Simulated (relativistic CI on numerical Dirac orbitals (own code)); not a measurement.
## Re+: calculation against measurement

Calculated at this level of theory: Dirac-Coulomb-Breit CI, separate exchange-only KLI orbitals for each configuration, model QED, valence Slater integrals scaled by 0.85, P86 correlation estimate, and configurations built on the next ion tied to the tabulated ionisation energy (semi-empirical) (own radial code, finite nucleus).

CI space (outside the closed core [Xe] 4f14): 5d⁵6s, 5d⁴6s², 5d⁶, 5d⁴6s6p, 5d⁵6p, 5d⁵6d, 5d⁵7s, 5d⁵5f, 5d⁵6f, 5d³6s6p², 5d³6s²6p, 5d⁴6s5f, 5d⁴6s5g, 5d⁴6p², 5d⁵7p, 5d⁴6s7p, 5d⁴6s7s, 5d⁵8s, 5d³6s²6d, 5d⁴6s8s, 5d⁴6s6d, 5d⁵7d, 5d⁵8p, 5d⁴6s7d. Levels of other configurations are missing.

```csv
Configuration,Term (tabulated),J,Measured (cm⁻¹),Computed,Error,Purity (%)
5d⁵6s,7S,3,0.0,0,0,94
5d⁵6s,5S,2,17223.5,18648,1425,62
5d⁵6s,5G,2,18845.8,20355,1509,74
5d⁵6s,5G,3,19139.7,20773,1633,63
5d⁵6s,5G,4,20463.2,21699,1235,88
5d⁵6s,5G,6,20781.5,21870,1089,92
5d⁵6s,5G,5,20976.4,22027,1051,92
```

Measured levels from NIST Handbook of Basic Atomic Spectroscopic Data (Sansonetti and Martin, J. Phys. Chem. Ref. Data 34, 1559 (2005)); pairs were made by configuration, J and term (by order where the table uses no LS term), so strongly mixed levels may be paired wrongly.

Mean error by configuration (cm⁻¹): 5d⁵6s 1324. Over the excited levels the mean absolute error is 1324 cm⁻¹ (6 of the 11 excited levels that our extract of the source holds in range could be paired, and the others can miss by more), and the median relative error of those above 1,000 cm⁻¹ is 7 %. Some levels of the ground configuration have no partner.
